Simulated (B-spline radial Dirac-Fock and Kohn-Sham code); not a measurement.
# Core-level shifts of tungsten with charge state

Method: Dirac-Fock (average of configuration) total-energy differences with a finite nucleus, the Breit interaction including its frequency dependence, and self-energy and vacuum-polarisation corrections. Computed with a radial finite-basis atomic code. Each ion is free and in its tabulated ground configuration. Electron correlation is not included.

Reference: W⁴⁸⁺, [Ar] 3d8, with K (1s) 72269.1 eV, L2 (2p1/2) 14234.9 eV, L3 (2p3/2) 12887.1 eV, M1 (3s) 5288.3 eV, M4,5 (3d) 4337.7 eV, Kα1 (K-L3) 59381.9 eV, Kβ1 (K-M3) 67532.0 eV, Lℓ (L3-M1) 7598.8 eV. Shifts from it, in eV (a dash: the subshell is empty, belongs to an open shell averaged over j, or its hole state is left out as unreliable):

```
 ion  configuration  K (1s)  L2 (2p1/2)  L3 (2p3/2)  M1 (3s)  M4,5 (3d)     Kα1      Kβ1       Lℓ
W⁴⁹⁺       [Ar] 3d7  +167.9      +163.8      +162.3   +121.1     +132.1   +5.60   +48.62   +41.13
W⁵⁰⁺       [Ar] 3d6  +338.2      +329.9      +326.6   +243.5     +265.8  +11.52   +98.40   +83.19
W⁵¹⁺       [Ar] 3d5  +510.9      +498.0      +493.1   +367.0     +401.0  +17.74  +149.35  +126.16
W⁵²⁺       [Ar] 3d4       ?           ?           ?        ?          ?       ?        ?        ?
```

Q: Give the missing shifts for W⁵²⁺.

A: K (1s) +686.0, L2 (2p1/2) +668.4, L3 (2p3/2) +661.7, M1 (3s) +491.7, M4,5 (3d) +537.8, Kα1 +24.29, Kβ1 +201.47, Lℓ +170.04 (eV).

Over this range K (1s) moves by +686.0 eV and Kα1 by +24.3 eV: a line is a difference of two levels that shift in the same direction.
